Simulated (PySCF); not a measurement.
Exact mass, isotope pattern and composition

Species: `C=C(C)[C@]12C[C@H]3[C@@H]4[C@H]3[C@H]1[C@@H]42`.

Calculated from tabulated atomic weights, isotope masses and abundances; no fragmentation.

(1) What are the average molar mass and the monoisotopic mass?

(2) What cluster does the molecular ion M+• show when like nominal masses merge?

(3) Count the protons, neutrons and electrons of the monoisotopic species, and give its exact less its nominal mass.

(4) What resolving power m/Δm just matches the spacing of the species with one 13C and with one 2H?

(5) How many rings plus π bonds does the formula give with the usual valences, and does the nitrogen rule hold?

(6) Which singly substituted isotopologues are there?

(7) What share of all molecules is the monoisotopic species?

Answers

(1) For C10H12, with standard atomic weights, 10 × 12.011 + 12 × 1.008 = 132.206 g/mol. From the most abundant isotopes (12C, 1H), 10 × 12.000000 + 12 × 1.007825 = 132.0939 u.

(2) 
| nominal mass | m/z (centroid) | relative intensity |
| --- | --- | --- |
| 132 | 132.0934 | 100.0 |
| 133 | 133.0967 | 11.0 |
| 134 | 134.1001 | 0.5 |

Cut off at 0.1 %. One electron mass, 0.00055 u, is taken off.

(3) 72 protons, 60 neutrons and 72 electrons; 132.0939 − 132 = +0.0939 u.

(4) They lie 0.00292 u apart at mass 133.10, so m/Δm is about 46000.

(5) (2 × 10 + 2 + 0 − 12)/2 = 5; the structure has 4 rings and 1 π bond. The nominal mass 132 is even, with 0 nitrogens, as the rule says.

(6) Intensity in % of the monoisotopic species:

```
isotope  mass shift (u)       m/z  intensity (%)
    13C        +1.00335  133.0967          10.82
     2H        +1.00628  133.0996           0.14
```

Species under 0.02 % are left out.

(7) 0.9893^10 × 0.999885^12 = 89.68 %.
